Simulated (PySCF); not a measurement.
# Reading the logs of faulty runs: H3NSi

All numbers below are calculated, not measured. The program is PySCF 2.14.0, an open-source quantum chemistry code, run on an isolated molecule that a program drew, which may never have been made. The molecule is H3NSi (charge 0, singlet), drawn as the SMILES string `N=[SiH2]`.

Each row is a Hartree-Fock (HF) and frozen-core CCSD(T) single point in the cc-pV(D+d)Z basis, meant for a local HF minimum. Run 1 is clean. Each other run has one planted mistake out of seven kinds, and not every kind appears here: one electron removed, one electron added, multiplicity raised by two, geometry at a saddle point, minimal basis STO-3G, one bond length entered in bohr, all coordinates scaled. The reference is restricted for singlets and unrestricted otherwise, and also for a bond in bohr. Adding or removing an electron swaps singlet and doublet. Electrons count all cores. HOMO and LUMO are orbital energies over both spins, the gradient is its largest component, and the lowest frequency (negative if imaginary) is given only where the gradient is small. Bond lengths are over the 4 bonds as drawn. T1 is the CCSD diagnostic: over 0.02 (restricted) or 0.045 (unrestricted) a single reference is doubtful.

Geometry of the clean run:
```xyz
5
H3NSi, angstrom
N    -0.4358    0.9878   -1.2132
Si   -0.5190   -0.0644   -0.0489
H    -0.8866    1.8841   -1.1846
H    -1.2298    0.0392    1.2433
H     0.1778   -1.3488   -0.1899
```

| run | electrons | basis functions | <S^2> | HOMO (eV) | LUMO (eV) | gradient (hartree/bohr) | lowest frequency (cm^-1) | mean bond (Å) | longest bond (Å) | T1 | HF (hartree) | CCSD(T) (hartree) | mistake |
|---|---|---|---|---|---|---|---|---|---|---|---|---|---|
| 1 | 24 | 52 | 0.000 | -10.24 | 2.13 | 2.6e-05 | 602 | 1.3804 | 1.572 | 0.0199 | -345.08277 | -345.38860 | no fault |
| 2 | 25 | 52 | 0.772 | 0.89 | 9.78 | 5.2e-02 | - | 1.3804 | 1.572 | 0.0159 | -345.02733 | -345.33659 | one electron added |
| 3 | 24 | 52 | 1.683 | -8.78 | 1.36 | 2.1e-02 | - | 1.7300 | 2.970 | 0.0495 | -344.94930 | -345.19918 | one bond length entered in bohr |
| 4 | 23 | 52 | 0.776 | -18.85 | -6.17 | 7.8e-02 | - | 1.3804 | 1.572 | 0.0256 | -344.78254 | -345.03547 | one electron removed |
| 5 | 24 | 52 | 2.027 | -6.55 | 0.22 | 1.3e-01 | - | 1.3804 | 1.572 | 0.0117 | -344.99446 | -345.25192 | ? |
| 6 | 24 | 17 | 0.000 | -7.14 | 7.52 | 3.4e-02 | - | 1.3804 | 1.572 | 0.0191 | -340.97630 | -341.12493 | ? |

**Which mistake was planted in run 5, and what did it cost?**

Electrons, basis and geometry are unchanged, and <S^2> is 2.027, beside S(S+1) = 2.00 for a multiplicity of 3. So the mistake is: multiplicity raised by two. Subtracting run 1 and multiplying by 627.51 kcal/mol a hartree, the energy moved by 55.4 kcal/mol in HF and 85.8 kcal/mol in CCSD(T).

**Which mistake was planted in run 6, and what did it cost?**

It has 17 basis functions where the clean run has 52, with the same electrons and geometry. So the mistake is: minimal basis STO-3G. Subtracting run 1 and multiplying by 627.51 kcal/mol a hartree, the energy moved by 2576.8 kcal/mol in HF and 2675.5 kcal/mol in CCSD(T).

Cautions from the logs. Run 2: the HOMO is above zero, so the electron isn't bound and the energy depends on the basis; run 3: T1 is over the limit, so its CCSD(T) energy is less reliable.
